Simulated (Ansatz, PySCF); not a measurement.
Be(SMe)(SeH) (CH4BeSSe), SMILES C[S][Be][SeH]. Atoms are numbered in the order given.

```xyz
8

Be     0.1917    -0.2512    -0.2566
S     -0.1914    -1.4316    -1.6976
C     -2.0325    -1.3062    -1.8284
H     -2.5167    -1.7105    -0.9300
H     -2.3200    -1.9139    -2.6964
H     -2.3486    -0.2686    -1.9962
Se     0.6232     1.0489     1.2507
H      0.4876    -0.0222     2.2568
```

Coordinates come from a TPSSh-D3(BJ)/def2-SVP optimisation. The structure was generated by enumeration; whether it is a known compound was not checked. Other conformers were not sampled.

Vertical ionisation energy (IE) and electron affinity (EA) in eV. Rows of orbital energies are one-electron estimates. Where ΔSCF, EOM or ADC give a negative EA the extra electron is unbound and the value depends on the basis.

```
level                                                                  IE     EA
-------------------------------------------------------------------  ----  -----
−ε(HOMO), −ε(LUMO), M06-2X/def2-TZVPD (PySCF)                        8.35   0.39
−ε(HOMO), −ε(LUMO), PBE/def2-TZVPD (PySCF)                           6.05   1.75
ΔSCF, PBE0/def2-SVPD (Ansatz), final states of multiplicity 2 and 2  9.17  -0.47
ΔSCF, PBE/def2-SVPD (Ansatz), final states of multiplicity 2 and 2   8.85  -0.36
```

Question: What vertical singlet–triplet gap does ΔSCF give with PBE0/def2-SVPD (Ansatz, a first-principles code) and with PBE/def2-SVPD (Ansatz)? (An estimate is asked for; the answer gives what the named calculation found.)

Answer: 4.55 and 4.19 eV (triplet above singlet where positive).
